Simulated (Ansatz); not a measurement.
Input for Ansatz (a first-principles code): FCI/cc-pVDZ on GaH, a point of a bond scan (R = 3.885 Å). The run froze 14 orbitals, filled d shells among them.

Ansatz 0.2 input:
```yaml
crystal:
  periodic: [false, false, false]
  atoms:
    - {symbol: Ga, position_ang: [-0.00000000, -0.00000000, -0.05278299]}
    - {symbol: H, position_ang: [0.00000000, 0.00000000, 3.83204526]}
basis:
  gaussian:
    orbitals: cc-pVDZ
magnetization: {spin_polarized: false}
correlation: {method: fci, electrons: outside_noble_gas}
```

The log:

```
WARN ansatz: RAYON_NUM_THREADS=2 ignored (pool sized by the plan → 2); use --threads N
Functional definition: HF
integrals: 0.01 GiB planned
569 factors; integrals over basis functions are off by at most 2.1e-7 eV
mean field: 0.08 GiB planned
mean field evaluation 1: about -52342.9272 eV, gradient 1.1e1 eV
mean field evaluation 2: about -52342.9275 eV, gradient 1.1e1 eV
mean field evaluation 4: about -52344.4950 eV, gradient 9.6e-1 eV
mean field evaluation 8: about -52344.5046 eV, gradient 9.7e-4 eV
mean field -52344.50455793 eV, -1923.6250621243 hartree, gradient 3.2e-6 eV, S^2 0.000000; 0 other end points of the search recorded, 0 dependent functions left out; unrestricted orbitals would lower it
mean field evaluation 16: about -52344.9501 eV, gradient 1.1e1 eV
unrestricted determinant -52346.34610049 eV, -1923.6927375651 hartree, S^2 0.9742
14 core orbitals not correlated
reference -52344.50455793 eV, -1923.6250621243 hartree; 2, 2 occupied and 16, 16 virtual orbitals, 569 factors
configuration interaction: 0.04 GiB planned
state -52347.67472255 eV, -1923.7415635255 hartree
Total energy: -52347.67472255 eV, -1923.7415635255 hartree
```

The run converged.

Cost: about 1.0 core-seconds (a rough figure).
